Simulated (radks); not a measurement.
All-electron atom: the carbon ion C2+ in [He] 2s2 (the NIST ground configuration).

Calculated with a radial shooting solver on a logarithmic mesh with Libxc functionals: non-relativistic Kohn-Sham, PBE, spin-unpolarised, spherical densities, point nucleus.

Energy parts (eV):
part                     energy
total                  -992.157
kinetic                 989.847
electron-nucleus      -2190.854
Hartree                 327.501
exchange-correlation   -118.651

Orbitals (lengths in bohr, moments of r in powers of bohr; r(max) is where P^2 peaks):
orbital	occ.	eigenvalue (eV)	<r>	r(max)	<r^2>
1s	2	-308.4194	0.2703	0.1741	0.09888
2s	2	-40.3609	1.362	1.126	2.186
2p	0	-31.7673	1.320	1.024	2.140

The highest occupied level is 2s at -40.361 eV. The density falls to 0.001 e/bohr^3 at r = 2.79 bohr.
